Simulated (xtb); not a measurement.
NbO2F, SMILES [F][Nb](=[O])=[O], multiplicity 1. All values are semi-empirical tight-binding results from xtb (GFN2-xTB unless named), good for trends rather than for accurate numbers. Coordinates come from a GFN2-xTB optimisation. The spin state was assumed, not searched.

Optimised geometry:

```xyz
4

Nb    -0.0794     0.2658     0.0000
O     -0.7606    -0.4937     1.3822
O     -0.7606    -0.4937    -1.3822
F      1.7137    -0.3334     0.0000
```

For metal compounds this method's bond lengths and energies can be far off.

The point group as xtb finds it comes out as Cs. The orbital gap is 1.63 eV and the zero-point energy is 3.6 kcal/mol. The G − E(el) at 298.15 K (modified RRHO) is -14.7 kcal/mol.

Computed atomic charges and the Wiberg bond orders between heavy atoms:
charges (e) Nb1 0.50, O2 -0.18, O3 -0.18, F4 -0.14. Bond orders Nb1–O2 2.41, Nb1–O3 2.41, Nb1–F4 1.29.
